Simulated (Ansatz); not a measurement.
Ideal-gas functions of CH$_{3}$BrOSi (`CO[Si]Br`) at 400 K and 1 bar, from an Ansatz frequency run at PBE0-D4/def2-TZVP.

Molar mass 139.02 g/mol, point group Cs (symmetry number 1), electronic degeneracy 1, moments of inertia 71.009, 250.734, 318.563 u Å². Harmonic wavenumbers (cm⁻¹, unscaled): 66, 150, 187, 297, 407, 745, 1159, 1181, 1199, 1470, 1492, 1493, 3051, 3136, 3137.

Use S(trans) = R[1.5 ln M + 2.5 ln T − 1.1517]; rotational temperatures θ = 24.2544 K / I; S(rot) = R[ln(√π/σ · √(T³/θAθBθC)) + 1.5]; for each mode x = 1.438777 ν̃/T, S = R[x/(eˣ − 1) − ln(1 − e⁻ˣ)] and H = RT x/(eˣ − 1); 1 cm⁻¹ = 0.0119627 kJ/mol; R = 8.31446 J/(mol·K).

Problem. By hand: the entropy, in J/(mol·K).

Solution. Translation 176.5. Rotation: θ = 0.3416, 0.0967, 0.0761 K, giving 116.8. Vibration, mode by mode: 20.29, 13.54, 11.77, 8.15, 5.85, 2.23, 0.67, 0.63, 0.60, 0.27, 0.25, 0.25, 0.00, 0.00, 0.00, in all 64.5. Electronic 0.0. Sum 357.8 J/(mol·K).

Problem. By hand: H − E and G − E in kJ/mol, counted from the electronic energy.

Solution. Zero-point energy ½ × 19170 × 0.0119627 = 114.7; thermal vibration 12.6; translation, rotation and pV give 4 RT = 13.3. H − E = 140.6 kJ/mol, and G − E = 140.6 − 400 × 357.8/1000 = -2.5 kJ/mol.

Vibration gives 18 % of the entropy, 20.3 J/(mol·K) of it from the mode under 150 cm⁻¹: soft modes count most, and the harmonic formula is weakest for them. The sum counts one conformer and one mirror image; others add a mixing term.
